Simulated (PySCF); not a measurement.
C6H12AlOP.
Geometry (PBE0-D3(BJ)/def2-SVP, Å), atoms numbered from 1 in this order:
```
atom  x, y, z in Å
C1     2.3391    2.7732   -0.2520
C2     1.6179    1.7989   -0.1797
P3     0.6753    0.3225   -0.0904
Al4    1.8832   -1.8480   -0.3791
C5    -0.7040    0.5414   -1.2882
C6    -1.8271   -0.4277   -0.9192
O7    -2.3422   -0.1907    0.3627
C8    -1.4626   -0.5214    1.4023
C9    -0.2681    0.4292    1.4854
H10    2.9796    3.6353   -0.3153
H11    3.3986   -1.3757   -0.5823
H12    1.0522   -2.3531   -1.6621
H13    1.4623   -2.4885    1.0372
H14   -1.0640    1.5808   -1.2446
H15   -0.3240    0.3342   -2.2999
H16   -1.4673   -1.4725   -1.0119
H17   -2.6614   -0.3018   -1.6248
H18   -2.0392   -0.4619    2.3370
H19   -1.1045   -1.5657    1.2979
H20   -0.6100    1.4645    1.6372
H21    0.3998    0.1458    2.3130
```

All values: PBE0/pcSseg-1 (PySCF, non-relativistic), on one gas-phase PBE0-D3(BJ)/def2-SVP geometry that isn't relaxed in the solvent. The solvent is an IEF-PCM continuum (Bondi radii, 1.10 Å for H, scaled by 1.2). Only the electrostatic response of the medium enters.

Gas phase at PBE0/pcSseg-1: HOMO -7.54 eV, LUMO -0.97 eV, dipole 4.63 D.

Problem. What does the continuum do to the energy, the frontier levels and the dipole at PBE0/pcSseg-1 in chloroform?

Solution. 
| solvent | ε | E(solvent) − E(gas) (kcal/mol) | polarisation term (kcal/mol) | distortion of the solute (kcal/mol) | HOMO (eV) | LUMO (eV) | dipole (D) |
| --- | --- | --- | --- | --- | --- | --- | --- |
| chloroform | 4.711 | -7.74 | -8.51 | 0.77 | -7.72 | -0.74 | 5.50 |

Polarisation term: ½ Σ q·V over the induced surface charges. Distortion: the rise of the solute's own energy as its density leaves the gas-phase optimum.

Problem. Which radius a makes the point-dipole formula ΔE = −[(ε − 1)/(2ε + 1)]·μ²/a³ give the value in chloroform, with the gas-phase dipole?

Solution. μ = 1.822 au and |ΔE| = 0.01233 Eh give a = 2.42 Å; the farthest nucleus lies 4.71 Å from the centroid of the nuclei, so such a sphere wouldn't even hold the nuclei. The formula assumes a rigid point dipole at the centre of a sphere.

Problem. Give the dipole vector in the frame of the coordinates (D, pointing from negative to positive charge), gas and chloroform.

Solution. Gas (-1.81, 4.23, 0.48), solvent (-2.19, 5.01, 0.57). Its length changes by +19 % and its direction by less than 1°.

Problem. Which IAO charges (PBE0/pcSseg-1) respond most in chloroform (means over atoms taken as equivalent)?

Solution. 
```
      atoms                      environment  gas (e)  solvent (e)  change
        Al4    aluminium bonded to P and 3 H   +0.243       +0.268  +0.025
H11/H12/H13                    Al–H hydrogen   -0.209       -0.227  -0.018
        H10                  alkyne hydrogen   +0.213       +0.228  +0.015
         O7              cyclic ether oxygen   -0.391       -0.402  -0.011
         C2                    alkyne carbon   -0.284       -0.294  -0.010
    H14/H20               methylene hydrogen   +0.159       +0.167  +0.008
    H15/H21               methylene hydrogen   +0.169       +0.175  +0.006
    H17/H18               methylene hydrogen   +0.163       +0.169  +0.006
         P3  phosphorus bonded to Al and 3 C   +0.773       +0.776  +0.003
         C1           terminal alkyne carbon   -0.160       -0.162  -0.002
      C6/C8       sp3 carbon bound to oxygen   -0.051       -0.052  -0.001
    H16/H19               methylene hydrogen   +0.132       +0.132   0.000
```

Problem. How do the nuclear quadrupole coupling constants eQVzz/h respond in chloroform?

Solution. 
```json
{"nucleus": "27Al at Al4", "Q (barn)": "0.1466", "gas (MHz)": "30.12", "solvent (MHz)": "27.72", "η gas": "0.10", "η solvent": "0.08"}
{"nucleus": "17O at O7", "Q (barn)": "-0.0256", "gas (MHz)": "-12.01", "solvent (MHz)": "-11.87", "η gas": "0.96", "η solvent": "0.97"}
```
